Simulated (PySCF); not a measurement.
PySCF input for B(CCH)3 (C6H3B), SMILES C#CB(C#C)C#C, TDDFT-PBE/def2-SVPD. Geometry: PBE0-D3(BJ)/def2-SVP.

```python
import numpy as np
from pyscf import gto, scf, dft, tdscf

mol = gto.M(
    atom='''
    B    -0.00000000   -0.00000000    0.00000000
    C    -1.52294466    0.00000000    0.00000000
    C    -2.74157562    0.00000000    0.00000000
    H    -3.81722821   -0.00000001    0.00000000
    C     0.76147233    1.31890876    0.00000000
    C     1.37078781    2.37427414    0.00000000
    H     1.90861410    3.30581661    0.00000000
    C     0.76147233   -1.31890876    0.00000000
    C     1.37078781   -2.37427413    0.00000000
    H     1.90861411   -3.30581660    0.00000000
    ''',
    basis='def2-SVPD',
    charge=0,
    spin=0,
    symmetry=True,
    max_memory=1600,
    verbose=4,
)
mf = dft.RKS(mol, xc='pbe').density_fit(auxbasis='def2-universal-jkfit')
mf.grids.level = 3
mf.conv_tol = 1e-9
mf.max_cycle = 100
mf.kernel()
mf.grids = dft.Grids(mol).set(level=1).build(with_non0tab=True)  # coarser grid for the response kernel
td = tdscf.TDDFT(mf)
td.singlet = True
td.nstates = 10
td.conv_tol = 1e-4
td.positive_eig_threshold = 1e-6
td.kernel(x0=td.get_init_guess(mf, 15))
td.analyze()
tt = tdscf.TDA(mf)
tt.singlet = False
tt.nstates = 4
tt.conv_tol = 1e-4
tt.positive_eig_threshold = 1e-6
tt.kernel(x0=tt.get_init_guess(mf, 9))
tt.analyze(verbose=3)
```

Program output:

```
PySCF version 2.14.0

[INPUT] verbose = 4
[INPUT] num. atoms = 10
[INPUT] num. electrons = 44
[INPUT] charge = 0
[INPUT] spin (= nelec alpha-beta = 2S) = 0
[INPUT] symmetry True subgroup None
[INPUT] Mole.unit = angstrom
[INPUT] Symbol           X                Y                Z      unit          X                Y                Z       unit  Magmom
[INPUT]  1 B      0.000000000000   0.000000000000   0.000000000000 AA    0.000000000000   0.000000000000   0.000000000000 Bohr   0.0
[INPUT]  2 C     -1.522944660000   0.000000000000   0.000000000000 AA   -2.877948310269   0.000000000000   0.000000000000 Bohr   0.0
[INPUT]  3 C     -2.741575620000   0.000000000000   0.000000000000 AA   -5.180827071585   0.000000000000   0.000000000000 Bohr   0.0
[INPUT]  4 H     -3.817228210000  -0.000000010000   0.000000000000 AA   -7.213515871864  -0.000000018897   0.000000000000 Bohr   0.0
[INPUT]  5 C      0.761472330000   1.318908760000   0.000000000000 AA    1.438974155134   2.492376339690   0.000000000000 Bohr   0.0
[INPUT]  6 C      1.370787810000   2.374274140000   0.000000000000 AA    2.590413535792   4.486727869237   0.000000000000 Bohr   0.0
[INPUT]  7 H      1.908614100000   3.305816610000   0.000000000000 AA    3.606757926483   6.247088010938   0.000000000000 Bohr   0.0
[INPUT]  8 C      0.761472330000  -1.318908760000   0.000000000000 AA    1.438974155134  -2.492376339690   0.000000000000 Bohr   0.0
[INPUT]  9 C      1.370787810000  -2.374274130000   0.000000000000 AA    2.590413535792  -4.486727850340   0.000000000000 Bohr   0.0
[INPUT] 10 H      1.908614110000  -3.305816600000   0.000000000000 AA    3.606757945380  -6.247087992041   0.000000000000 Bohr   0.0

nuclear repulsion = 182.443685455148
point group symmetry = D3h, use subgroup C2v
symmetry origin: [1.00929366e-17 2.57689918e-09 0.00000000e+00]
symmetry axis x: [-8.95394531e-10  1.00000000e+00  0.00000000e+00]
symmetry axis y: [0. 0. 1.]
symmetry axis z: [ 1.00000000e+00  8.95394531e-10 -0.00000000e+00]
num. orbitals of irrep A1 = 68
num. orbitals of irrep A2 = 20
num. orbitals of irrep B1 = 48
num. orbitals of irrep B2 = 28
number of shells = 68
number of NR pGTOs = 240
number of NR cGTOs = 164
basis = def2-SVPD
ecp = {}


[settings echo left out]
init E= -255.166895941629
HOMO (B1) = -0.330956841498758  LUMO (B2) = -0.19008923217347  gap/eV = 3.83320
cycle= 1 E= -254.495047225292  delta_E= 0.672  |g|= 0.57  |ddm|= 15.3
HOMO (B1) = -0.178553215596839  LUMO (B2) = -0.0835543432546516  gap/eV = 2.58505
cycle= 2 E= -254.247257861416  delta_E= 0.248  |g|= 1.07  |ddm|= 2.72
HOMO (B1) = -0.238811322704545  LUMO (B2) = -0.132323311173662  gap/eV = 2.89769
cycle= 3 E= -254.485001243272  delta_E= -0.238  |g|= 0.622  |ddm|= 2.16
HOMO (B1) = -0.25301956992393  LUMO (B2) = -0.134320700692742  gap/eV = 3.22996
cycle= 4 E= -254.590104504853  delta_E= -0.105  |g|= 0.0394  |ddm|= 0.834
HOMO (B1) = -0.252599437283393  LUMO (B2) = -0.137834142926102  gap/eV = 3.12292
cycle= 5 E= -254.590459440013  delta_E= -0.000355  |g|= 0.0181  |ddm|= 0.237
HOMO (B1) = -0.251307717142127  LUMO (B2) = -0.135377963076464  gap/eV = 3.15461
cycle= 6 E= -254.590568650232  delta_E= -0.000109  |g|= 0.00208  |ddm|= 0.0497
HOMO (B1) = -0.251414221365779  LUMO (B2) = -0.135545332580383  gap/eV = 3.15295
cycle= 7 E= -254.590570212833  delta_E= -1.56e-06  |g|= 8.52e-05  |ddm|= 0.0125
HOMO (B1) = -0.251419769221385  LUMO (B2) = -0.135551365622933  gap/eV = 3.15294
cycle= 8 E= -254.590570214805  delta_E= -1.97e-09  |g|= 2e-05  |ddm|= 0.000737
HOMO (B1) = -0.251418472762008  LUMO (B2) = -0.135549907738085  gap/eV = 3.15294
cycle= 9 E= -254.59057021481  delta_E= -5.29e-12  |g|= 2.01e-05  |ddm|= 8.94e-05
HOMO (B1) = -0.251418328175379  LUMO (B2) = -0.135549494931564  gap/eV = 3.15295
Extra cycle  E= -254.59057021362  delta_E= 1.19e-09  |g|= 6.84e-05  |ddm|= 9.67e-05
converged SCF energy = -254.59057021362
tot grids = 43680
Overwritten attributes  positive_eig_threshold  of <class 'pyscf.tdscf.rks.CasidaTDDFT'>


******** <class 'pyscf.tdscf.rks.CasidaTDDFT'> for <class 'pyscf.df.df_jk.DFSymAdaptedRKS'> ********
nstates = 10 singlet
deg_eia_thresh = 1.000e-03
wfnsym = None
conv_tol = 0.0001
eigh lindep = 1e-12
eigh level_shift = 0
eigh max_cycle = 100


Excitation energies (eV)
[3.20186511 3.57182381 3.57189412 4.29229809 4.29233859 5.26123832
 6.31127654 6.31141568 6.49807654 6.55094897]

** Singlet excitation energies and oscillator strengths **
Excited State   1:   A2      3.20187 eV    387.22 nm  f=0.0000
      22 -> 23        0.70706
Excited State   2:   B2      3.57182 eV    347.12 nm  f=0.0000
      21 -> 23        0.70703
Excited State   3:   A2      3.57189 eV    347.11 nm  f=0.0000
      20 -> 23        0.70703
Excited State   4:   B1      4.29230 eV    288.85 nm  f=0.1778
      19 -> 23        0.68750
      22 -> 25       -0.12507
Excited State   5:   A1      4.29234 eV    288.85 nm  f=0.1778
      18 -> 23        0.68750
      22 -> 24       -0.12505
Excited State   6:   A1      5.26124 eV    235.66 nm  f=0.0000
      17 -> 23       -0.68107
Excited State   7:   A1      6.31128 eV    196.45 nm  f=0.0246
      20 -> 24        0.27702
      21 -> 25        0.27703
      22 -> 24       -0.57902
Excited State   8:   B1      6.31142 eV    196.44 nm  f=0.0246
      20 -> 25       -0.27697
      21 -> 24        0.27730
      22 -> 25       -0.57892
Excited State   9:   B1      6.49808 eV    190.80 nm  f=0.0000
      20 -> 25       -0.49995
      21 -> 24       -0.49981
Excited State  10:   B2      6.55095 eV    189.26 nm  f=0.0000
      18 -> 25       -0.49761
      19 -> 24        0.50115

** Transition electric dipole moments (AU) **
state          X           Y           Z        Dip. S.      Osc.
  1        -0.0000      0.0000      0.0000      0.0000      0.0000
  2        -0.0000     -0.0000     -0.0000      0.0000      0.0000
  3         0.0000     -0.0000      0.0000      0.0000      0.0000
  4        -0.0000      1.3002     -0.0000      1.6904      0.1778
  5        -1.3001      0.0000     -0.0000      1.6904      0.1778
  6        -0.0000     -0.0000      0.0000      0.0000      0.0000
  7         0.3990      0.0000      0.0000      0.1592      0.0246
  8        -0.0000     -0.3989     -0.0000      0.1592      0.0246
  9        -0.0000     -0.0003      0.0000      0.0000      0.0000
 10        -0.0000      0.0000     -0.0032      0.0000      0.0000

** Transition velocity dipole moments (imaginary part, AU) **
state          X           Y           Z        Dip. S.      Osc.
  1         0.0000      0.0000     -0.0000      0.0000      0.0000
  2         0.0000      0.0000     -0.0000      0.0000      0.0000
  3        -0.0000      0.0000      0.0000      0.0000      0.0000
  4        -0.0000      0.2042      0.0000      0.0417      0.1762
  5        -0.2042      0.0000      0.0000      0.0417      0.1762
  6        -0.0000     -0.0000     -0.0000      0.0000      0.0000
  7         0.0931      0.0000      0.0000      0.0087      0.0249
  8         0.0000     -0.0931      0.0000      0.0087      0.0249
  9        -0.0000     -0.0001      0.0000      0.0000      0.0000
 10         0.0000     -0.0000     -0.0049      0.0000      0.0001

** Transition magnetic dipole moments (imaginary part, AU) **
state          X           Y           Z
  1         0.0001     -0.0000     -0.0000
  2        -0.0000     -0.5673     -0.0000
  3        -0.5673      0.0000      0.0000
  4         0.0000      0.0000      0.0000
  5         0.0000     -0.0000     -0.0000
  6        -0.0000     -0.0000     -0.0000
  7         0.0000      0.0000      0.0000
  8        -0.0000      0.0000      0.0002
  9        -0.0000      0.0000     -0.2513
 10         0.0000      0.0003     -0.0000
Overwritten attributes  positive_eig_threshold  of <class 'pyscf.tdscf.rks.TDA'>


******** <class 'pyscf.tdscf.rks.TDA'> for <class 'pyscf.df.df_jk.DFSymAdaptedRKS'> ********
nstates = 4 triplet
deg_eia_thresh = 1.000e-03
wfnsym = None
conv_tol = 0.0001
eigh lindep = 1e-12
eigh level_shift = 0
eigh max_cycle = 100


Excitation energies (eV)
[3.00531451 3.20030518 3.20037263 3.38186455]

** Triplet excitation energies and oscillator strengths **
Excited State   1:   A2      3.00531 eV    412.55 nm  f=0.0000
Excited State   2:   B1      3.20031 eV    387.41 nm  f=0.0000
Excited State   3:   A1      3.20037 eV    387.41 nm  f=0.0000
Excited State   4:   B2      3.38186 eV    366.61 nm  f=0.0000
```

Self-consistency was reached.
